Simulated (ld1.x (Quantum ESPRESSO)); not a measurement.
## Configuration tests for I (Z = 53) (RRKJ)

```
Element                 : I
Generator               : ld1.x (Quantum ESPRESSO) 7.5
Type                    : norm-conserving RRKJ (Kleinman–Bylander form)
Functional              : LDA (PZ)
Relativity              : scalar-relativistic
Frozen core             : [Kr]
Valence charge          : 17
Reference configuration : 4d10 5s2 5p5
Partial waves           : 5p (bound): rc 1.80 bohr; 4d (bound): rc 1.10 bohr; 5s (bound): rc 1.70 bohr
Local potential         : the s channel
Core correction         : none
rho0                    : 0.01
```

Energies are relative to the spin-unpolarised reference configuration 4d10 5s2 5p5; without spin polarisation the order of configurations can differ from experiment. Spin-polarised rows fill each open shell by Hund’s rule, majority spin first.

| valence configuration | charge | ΔE all-electron (eV) | error AE − PS (meV) |
| --- | --- | --- | --- |
| 4d10 5s2 5p4 | +1 | 11.305 | -0.8 |
| 4d10 5s2 5p3 | +2 | 31.369 | +4.6 |
| 4d10 5s2 5p2 | +3 | 60.983 | +22 |
| 4d9 5s2 5p5 | +1 | 58.313 | -428 |
| 4d10 5s1 5p5 | +1 | 22.374 | +1.2 |
| 4d10 5s2 5p1 | +4 | 100.785 | +58 |
| 4d10 5s1 5p6 | 0 | 10.512 | -2.4 |
| 4d10 5s2 5p5 (spin-polarised) | 0 | -0.121 | +3.8 |
| 4d10 5s2 5p4 (spin-polarised) | +1 | 10.743 | +18 |

Levels in the configuration 4d10 5s2 5p4 (spin-polarised):

| level | all-electron (eV) | pseudo (eV) |
| --- | --- | --- |
| 4d up | -59.940 | -59.880 |
| 5s up | -27.007 | -27.020 |
| 5p up | -16.026 | -16.035 |
| 4d down | -59.685 | -59.596 |
| 5s down | -25.870 | -25.825 |
| 5p down | -14.893 | -14.864 |
